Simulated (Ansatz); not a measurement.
Reaction (redistribution): `CBS` + `NB(O)F` → `CB(N)S` + `OBF`

Isolated molecules relaxed with PBE0-D4/def2-TZVP in Ansatz; ΔE leaves out vibrations. CBS: MP2 limit from def2 TZ/QZ plus the TZ coupled-cluster correction, frozen cores. This one scheme is used for every species. Each species was taken in one conformer, which may not be the lowest.

```csv
level,ΔE (kJ/mol)
MP2/def2-SVP,-20.6
SCS-MP2/def2-QZVPP,-15.6
```

(1) What does CCSD(T)/CBS give? (Best estimate.)

Largest T1 diagnostic among the species: 0.013.

## Answers

(1) Ansatz gave: -14.1 kJ/mol. The listed levels differ from it by -6.5, -1.5 kJ/mol.

Leaving LDA and LC-ωPBE aside and taking each functional with its dispersion term where it has one, the values, not all of them listed here, spread over 7.9 kJ/mol, from BLYP-D4 to B97M-V. From BLYP to BHLYP (50 % exact exchange), in def2-TZVPP and without D4, ΔE moves by +4.6 kJ/mol.
